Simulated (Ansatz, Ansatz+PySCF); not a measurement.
```xyz
3

F     0.0000    0.2314   -1.2268
C     0.0000   -0.3926    0.0468
O     0.0000    0.1611    1.1800
```

Basis set: def2-SVP (spherical functions). Frozen core: 3 orbitals. Correlation on ROHF uses semicanonical orbitals with singles. Charge 0, multiplicity 2.

Computed with Ansatz (development build ahead of 0.2.0); each method stands on the lowest determinant of its kind that the runs found.

Give the atomization energy at this shape (free ground-state atoms in the same class of orbitals less the molecule, no zero-point energy) of doublet CFO by ROHF-CCSD(T), UHF-CCSD(T), ROHF-MP2, UHF-MP2, ROHF, UHF.

```tsv
method	atomization energy
ROHF-CCSD(T)	11.68 eV
UHF-CCSD(T)	11.66 eV
ROHF-MP2	12.46 eV
UHF-MP2	12.12 eV
ROHF	7.15 eV
UHF	7.00 eV
```

Caution: the shape is not the minimum. Caution for UHF-CCSD(T), UHF-MP2, UHF: the unrestricted determinant is spin contaminated.
